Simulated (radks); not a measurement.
The numbers below are computed, except where a source is named.
Q: The lanthanum ion La2+ is in [Xe] 4f(5/2: 1, 7/2: 0). Level of theory: Dirac Kohn-Sham, PBE, spin-unpolarised, spherical densities, finite nucleus; Fermi nuclear charge, rms radius of each element as measured or else 0.836 A^(1/3) + 0.57 fm (a radial shooting solver on a logarithmic mesh with Libxc functionals). Sub-shells are occupied by j as written (lower j first in brackets). One electron is removed from 5p1/2, 5s1/2, 4f5/2, 5p3/2 in turn, with full relaxation. Which removal costs least, and what does each cost?

A: 4f5/2 19.403 eV; 5p3/2 36.988 eV; 5p1/2 39.520 eV; 5s1/2 54.289 eV. The 4f5/2 electron leaves first.
